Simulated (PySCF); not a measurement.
C3H8FSi2 (doublet state).
Z-matrix (Å and degrees, GFN2-xTB geometry), rows numbered from 1:
```
C 
C   1  1.2906
Si  2  1.8291  1  159.64
C   3  1.9238  2  104.46  1  -115.36
F   4  1.4052  3  107.23  2   179.27
Si  4  1.9135  3  117.86  2   -58.80
H   1  1.0888  2  124.02  3     1.16
H   1  1.0853  2  122.48  3  -179.01
H   3  1.4732  2  116.05  1     2.75
H   3  1.4649  2  109.10  1   127.41
H   4  1.0965  3  109.40  2    66.60
H   6  1.4631  4  108.56  3  -174.00
H   6  1.4636  4  106.69  3    66.37
H   6  1.4620  4  109.17  3   -54.10
```

The hyperfine couplings belong to this conformer and change with its torsions.

As a line formula: `C=[C][SiH2][C@@H](F)[SiH3]` [radical].

Computed, not measured: PySCF, UKS B3LYP, pcH-1 on C F H Si, non-relativistic, mean-field spin-orbit, GIAO. Isolated species at its GFN2-xTB geometry (one conformer only). The geometry wasn't refined by DFT: couplings that depend on bond lengths, twists or pyramidal angles can differ widely from those at the functional's own minimum. No stability test was run, so a lower SCF solution isn't excluded.

(1) Match the computed a_iso(13C) values +128.3, -48.2, +4.9 MHz with the sites C1; C2; C4.

(2) The isotropic 29Si couplings are +12.1, -2.5 MHz. Assign them to Si3; Si6.

Results:

(1) 
```tsv
site	a_iso (MHz)	ρ(0) (bohr⁻³)	position	distance from C2 (Å)	spin population	largest |T| (MHz)
C1	-48.2	-0.0429	1 bond from C2	1.29	-0.18	15.6
C2	+128.3	+0.1143	largest spin population	0.00	+0.98	140.0
C4	+4.9	+0.0044	2 bonds from C2	2.97	0.00	1.6
```

(2) 
```tsv
site	a_iso (MHz)	ρ(0) (bohr⁻³)	position	distance from C2 (Å)	spin population	largest |T| (MHz)
Si3	+12.1	-0.0137	1 bond from C2	1.83	-0.02	5.2
Si6	-2.5	+0.0028	3 bonds from C2	3.69	0.00	0.6
```

ρ(0) is the spin density at the nucleus and T the dipolar tensor; a_iso includes a spin–orbit part; entries for several nuclei are means. The largest Mulliken spin populations are on C2 (+0.98), C1 (-0.18), H7 (+0.08) and H8 (+0.07). C2 is the only atom above +0.15. The positive populations add up to 1.20 and the negative ones to -0.20, together 2S = 1.

Examples of negative spin density at the nucleus (bohr⁻³): C1 (-0.0429) and Si3 (-0.0137).

Class means assume fast exchange of nuclei equivalent by connectivity; if that motion is slow, each nucleus keeps its own coupling.
